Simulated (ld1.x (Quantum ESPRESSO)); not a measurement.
niobium (Nb) ultrasoft: all-electron and pseudo phase curves

niobium, ultrasoft, made with ld1.x (Quantum ESPRESSO) 7.5 (LDA (PZ), scalar-relativistic). Core [Ar] 3d10, reference 4s2 4p6 4d3 5s2 5p0. Waves: 4s (bound): rcut 1.50, rcutus 1.75 bohr; 5s (bound): rcut 1.50, rcutus 1.75 bohr; 4p (bound): rcut 1.70, rcutus 2.20 bohr; 5p (bound, empty): rcut 1.70, rcutus 2.20 bohr; 4d (bound): rcut 2.15, rcutus 2.50 bohr; 4d channel at 2.5 Ry: rcut 2.15, rcutus 2.50 bohr; 4f channel at -0.1 Ry: rcut 1.85, rcutus 2.20 bohr; 4f channel at 0.95 Ry: rcut 1.85, rcutus 2.20 bohr. Local part: all-electron potential smoothed inside 2.15 bohr (lloc = -1). Core correction: Bessel-smoothed model core inside 0.80 bohr. Augmentation charge: built from norm-conserving waves at rcut, not smoothed further.

The phase is arctan(r·u′/u) with u = r·R(r), unwrapped; energies in Ry, scanned from -6 to 5 Ry. A pole is an energy at which the radial function vanishes at the test radius. The pseudo phase is shifted by a multiple of π to meet the all-electron one at the reference energy, and phase errors are pseudo minus all-electron; the curves can meet again beyond the range given. Levels narrower than the energy grid can be missing from the lists of poles.

**Question.** For each channel, where are the poles, and over which energies does the pseudopotential scatter like the atom?

**Answer.**

| channel | radius (bohr) | reference energy (Ry) | poles, all-electron | poles, pseudo | unbroken range about the reference energy with phases within 0.05 rad | phase error 1 Ry above the reference energy (rad) |
| --- | --- | --- | --- | --- | --- | --- |
| s | 2.70 | -0.36 | -4.43, 2.50 | -5.40, -4.57, 3.57 | not even at the reference energy | +0.498 |
| p | 2.70 | -0.11 | -2.61, 3.69 | -2.73, -0.24 | not even at the reference energy | +1.403 |
| d | 2.70 | -0.35 | 0.18 | 0.11, 3.35 | not even at the reference energy | +0.010 |
| f | 2.70 | -0.10 | 2.96 | 2.86 | below 0.7 | -0.074 |

A Bessel basis up to 400 Ry misses an occupied level by 1.47 Ry, so cutoffs and ghosts were not judged. The potential misses its own reference levels by up to 1.8 eV, so it is not fit for use.

Phases in the d channel:

| E (Ry) | all-electron | pseudo |
| --- | --- | --- |
| -6.00 | 1.417 | 1.419 |
| -5.74 | 1.413 | 1.415 |
| -5.48 | 1.409 | 1.411 |
| -5.22 | 1.405 | 1.407 |
| -4.96 | 1.401 | 1.403 |
| -4.70 | 1.395 | 1.398 |
| -4.44 | 1.390 | 1.392 |
| -4.18 | 1.384 | 1.387 |
| -3.92 | 1.377 | 1.380 |
| -3.66 | 1.370 | 1.373 |
| -3.40 | 1.361 | 1.364 |
| -3.14 | 1.351 | 1.355 |
| -2.88 | 1.340 | 1.343 |
| -2.62 | 1.326 | 1.329 |
| -2.36 | 1.310 | 1.313 |
| -2.10 | 1.289 | 1.292 |
| -1.84 | 1.262 | 1.263 |
| -1.58 | 1.224 | 1.222 |
| -1.32 | 1.166 | 1.156 |
| -1.06 | 1.062 | 1.027 |
| -0.80 | 0.822 | 0.670 |
| -0.54 | -0.011 | -0.543 |
| -0.28 | -1.123 | -1.300 |
| -0.02 | -1.460 | -1.515 |
| 0.24 | -1.596 | -1.614 |
| 0.50 | -1.677 | -1.676 |
| 0.76 | -1.740 | -1.724 |
| 1.02 | -1.799 | -1.766 |
| 1.28 | -1.863 | -1.809 |
| 1.54 | -1.942 | -1.857 |
| 1.80 | -2.054 | -1.915 |
| 2.06 | -2.232 | -1.993 |
| 2.32 | -2.551 | -2.110 |
| 2.58 | -3.107 | -2.320 |
| 2.84 | -3.713 | -2.813 |
| 3.10 | -4.087 | -3.917 |
| 3.36 | -4.290 | -4.728 |
| 3.62 | -4.409 | -5.322 |
| 3.88 | -4.487 | -6.155 |
| 4.14 | -4.541 | -6.872 |
| 4.40 | -4.583 | -7.221 |
| 4.66 | -4.615 | -7.398 |
| 4.92 | -4.642 | -7.504 |
